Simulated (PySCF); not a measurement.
Dipole response of Tc²⁺ (technetium, charge +2)

[Kr] 4d5, high-spin 6S determinant. All numbers are calculated (PySCF 2.14, a scalar-relativistic core potential, in aug-cc-pVDZ-PP with ECP28MDF). Coupled (time-dependent) response in atomic units; α is the mean over directions. A double-zeta set is small for polarisabilities.

```
method  mean α (bohr³)  C₆ (like pair)  S(−4)
   UHF           8.088           43.13  19.10
   PBE           9.273           50.15  29.98
  PBE0           8.840           47.65  25.46
 HSE06           8.851           47.67  25.63
```

S(−4) is the Cauchy moment in α(ω) = α(0) + S(−4) ω² + …

α(iu) at HSE06:

```csv
u (hartree),α(iu) (bohr³)
0,8.851
0.0500,8.787
0.100,8.607
0.200,8.003
0.300,7.267
0.500,5.905
0.750,4.617
1.00,3.682
1.50,2.459
2.00,1.734
3.00,0.9709
5.00,0.4136
```

For an ion, C₆ is the dispersion term alone; charge-induced terms of lower order in 1/R come first.

Energies and moments cover only the electrons outside the core potential.
